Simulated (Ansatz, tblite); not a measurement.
Removing and adding an electron: 4CzIPN, `N#Cc1c(-n2c3ccccc3c3ccccc32)c(C#N)c(-n2c3ccccc3c3ccccc32)c(-n2c3ccccc3c3ccccc32)c1-n1c2ccccc2c2ccccc21`. Total charge 0; singlet. Geometry: PBE-D4/def2-SVP. Ansatz, gas phase; energy differences of separate SCF runs; the oxidised species was run as a doublet alone; the reduced species was run as a doublet alone.

Cartesian coordinates in Å:
```
N 0.610 -3.314 3.163
C 0.578 -2.618 2.219
C 0.508 -1.785 1.059
C 0.667 -2.364 -0.223
N 1.047 -3.707 -0.350
C 2.251 -4.266 0.114
C 3.334 -3.640 0.745
C 4.436 -4.437 1.081
C 4.460 -5.817 0.787
C 3.381 -6.431 0.139
C 2.261 -5.654 -0.207
C 1.013 -5.942 -0.888
C 0.443 -7.113 -1.418
C -0.828 -7.047 -2.003
C -1.538 -5.828 -2.051
C -0.994 -4.647 -1.528
C 0.286 -4.719 -0.963
C 0.440 -1.573 -1.377
C 0.756 -2.106 -2.665
N 1.043 -2.541 -3.717
C 0.022 -0.219 -1.255
N -0.219 0.525 -2.419
C 0.309 1.797 -2.712
C 1.373 2.474 -2.103
C 1.700 3.744 -2.595
C 1.002 4.310 -3.684
C -0.029 3.605 -4.318
C -0.382 2.334 -3.833
C -1.358 1.343 -4.245
C -2.339 1.316 -5.250
C -3.174 0.197 -5.357
C -3.040 -0.887 -4.464
C -2.067 -0.884 -3.454
C -1.227 0.234 -3.363
C -0.105 0.373 0.035
N -0.485 1.718 0.162
C -1.666 2.289 -0.343
C -2.737 1.675 -1.006
C -3.813 2.486 -1.391
C -3.832 3.867 -1.103
C -2.776 4.464 -0.403
C -1.682 3.673 -0.012
C -0.468 3.946 0.731
C 0.075 5.108 1.306
C 1.320 5.034 1.943
C 2.035 3.818 1.986
C 1.518 2.648 1.413
C 0.253 2.721 0.816
C 0.157 -0.413 1.195
N 0.032 0.133 2.481
C -1.064 0.873 2.964
C -2.353 0.993 2.431
C -3.266 1.802 3.120
C -2.910 2.449 4.323
C -1.634 2.283 4.875
C -0.697 1.486 4.195
C 0.670 1.091 4.476
C 1.571 1.402 5.508
C 2.869 0.880 5.459
C 3.273 0.057 4.386
C 2.392 -0.269 3.346
C 1.091 0.248 3.409
H 3.327 -2.562 0.963
H 5.299 -3.974 1.583
H 5.341 -6.415 1.065
H 3.408 -7.504 -0.103
H 0.988 -8.068 -1.367
H -1.284 -7.955 -2.423
H -2.539 -5.801 -2.506
H -1.558 -3.704 -1.555
H 1.938 2.034 -1.271
H 2.518 4.305 -2.121
H 1.284 5.309 -4.047
H -0.553 4.035 -5.185
H -2.453 2.168 -5.936
H -3.945 0.161 -6.141
H -3.704 -1.759 -4.563
H -1.976 -1.736 -2.766
H -2.748 0.599 -1.221
H -4.656 2.029 -1.931
H -4.691 4.476 -1.422
H -2.802 5.536 -0.155
H -0.471 6.061 1.250
H 1.753 5.934 2.404
H 3.018 3.778 2.479
H 2.096 1.715 1.438
H -2.648 0.476 1.509
H -4.279 1.930 2.710
H -3.651 3.077 4.840
H -1.367 2.764 5.827
H 1.260 2.056 6.336
H 3.584 1.113 6.262
H 4.297 -0.345 4.365
H 2.722 -0.910 2.517
```

The xTB rows come from tblite. B3LYP takes the VWN-RPA correlation. Single mean-field runs in def2-SVP are fitted with def2-universal-jkfit.

| level | −HOMO (eV) | vertical IE (eV) | −LUMO (eV) | vertical EA (eV) | HOMO–LUMO gap (eV) | IE − EA (eV) |
| --- | --- | --- | --- | --- | --- | --- |
| GFN1-xTB | 10.97 | 12.30 | 9.04 | 7.31 | 1.94 | 4.99 |
| GFN2-xTB | 10.15 | 11.49 | 8.34 | 6.51 | 1.80 | 4.98 |
| B3LYP-D4/def2-SVP | 5.88 | 6.93 | 2.70 | 1.68 | 3.17 | 5.25 |

Question: Estimate the rows for PBE-D4/def2-SVP, PBE0-D4/def2-SVP.

Answer: 
```
           level  −HOMO (eV)  vertical IE (eV)  −LUMO (eV)  vertical EA (eV)  HOMO–LUMO gap (eV)  IE − EA (eV)                       remarks
 PBE-D4/def2-SVP        5.22              6.57        3.30              1.71                1.92          4.86  HOMO above zero (-1 doublet)
PBE0-D4/def2-SVP        6.12              7.05        2.64              1.73                3.48          5.32                             –
```

   A HOMO above zero means that the electron is unbound at that level or that self-interaction error raises the level; the energy of removing that electron tells which. Raw xTB energy differences between charge states are shifted by several eV; the methods need an empirical correction for them. Sets without diffuse functions give affinities that are too small.
